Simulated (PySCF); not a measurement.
**How methods differ on the excitation energy of Pb**

Pb [Xe] 4f14 5d10 6s2 6p2 (3P) → Pb [Xe] 4f14 5d10 6s1 6p3 (5S), as a difference of total energies. Calculation: PySCF 2.14, in def2-QZVPPD with the def2 core potential (60 electrons) (8s6p5d4f1g, 88 functions); a scalar-relativistic core potential. Correlated levels: valence: 5s2 5p6 5d10 frozen; valence and next inner shell: nothing frozen outside the core potential. The calculations carry no spin-orbit coupling.

```
                                method  excitation energy (cm⁻¹)
                                   UHF                     37885
                                   LDA                     58480
                                   PBE                     56207
                                  PBE0                     52830
                                r2SCAN                     51855
                               LC-wPBE                     49939
                                B2PLYP                     51921
                                revPBE                     55379
                         MP2 (valence)                     43456
    MP2 (valence and next inner shell)                     53105
SCS-MP2 (valence and next inner shell)                     54287
```

Q: Estimate what SCS-MP2 (valence) gives.

A: 45961 cm⁻¹, closest to MP2 (valence) among the rows shown.

Q: Estimate what B3LYP gives.

A: 56352 cm⁻¹, closest to PBE among the rows shown.

Spin-orbit coupling is strong in these open shells (close to jj coupling). The scalar numbers leave it out and a first-order estimate fails, so it can dominate the gap to the real levels.
